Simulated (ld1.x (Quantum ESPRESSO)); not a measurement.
## iodine (I): one change to a PAW potential, before and after

```json
{"Element": "iodine", "Generator": "ld1.x (Quantum ESPRESSO) 7.5", "Type": "PAW", "Functional": "PBE", "Relativity": "scalar-relativistic", "Frozen core": "[Kr]", "Valence charge": "17", "Reference configuration": "4d10 5s2 5p5", "Partial waves": "5s (bound): rcut 1.45, rcutus 1.80 bohr; 5s channel at -0.6 Ry: rcut 1.45, rcutus 1.80 bohr; 5p (bound): rcut 1.95, rcutus 2.10 bohr; 5p channel at 0.1 Ry: rcut 1.95, rcutus 2.10 bohr; 4d (bound): rcut 1.20, rcutus 1.25 bohr; 4d channel at -2.05 Ry: rcut 1.20, rcutus 1.25 bohr", "Local potential": "all-electron potential smoothed inside 1.00 bohr (lloc = -1)", "Core correction": "a·sin(br)/r model core, default radius (ld1.x builds one for every PAW set, though the input has nlcc=.false.)", "Augmentation charge": "GAUSS, radius 1.10 bohr"}
```

Change: waves 4d (bound): rcut 1.20, rcutus 1.82 bohr; 4d channel at -2.05 Ry: rcut 1.20, rcutus 1.82 bohr.

Cutoffs: the cutoffs (Ry, on a coarse ladder) from which the occupation-weighted sum of valence levels, in a spherical-Bessel basis at the reference potential, stays within 10 and 1 mRy of its value at 400 Ry; they do not see the model core or the augmentation charge, which bear on the density cutoff. Errors are all-electron minus pseudo energies relative to the spin-unpolarised reference configuration.

**Question.** What does the change do?

**Answer.** Both files keep a bound ghost (p, s); the number of tests with a reliable result goes from 7 to 1 (the test run of the changed file stopped, so its transferability is not established); the range in which the d phases agree narrows (upper end at the end of the scan → -1.3).

```tsv
quantity	base	changed
cutoffs, loose and tight	100 Ry, 180 Ry	not determined
bound ghosts	s, p	s, p (d not tested, overlap not positive)
tests with a reliable result	7 of 7	1 of 7 (the test run stopped)
error for 4d10 5s2 5p4, meV [ΔE 11.13 eV]	-1.3	+31
s: phases at 2.31 bohr within 0.05 rad from the reference energy up to (Ry; the scan ends near 5)	4.2	4.2
p: phases at 2.31 bohr within 0.05 rad from the reference energy up to (Ry; the scan ends near 5)	to the end of the scan	to the end of the scan
d: phases at 2.31 bohr within 0.05 rad from the reference energy up to (Ry; the scan ends near 5)	to the end of the scan	-1.3
lowest overlap eigenvalue by channel	s 0.22, p 0.32, d 0.92	s 0.22, p 0.32, d -8012.45
```

Changed file: the overlap operator is not positive definite in a basis up to 400 Ry (lowest eigenvalue d -8012.45), so the file is unfit for use: the generalised eigenproblem breaks down once the basis is large enough, and its test numbers describe a broken file. A true bound ghost makes a file unfit for plane-wave use even where its test errors are small: the radial tests pick states by their node count and pass the ghost by.
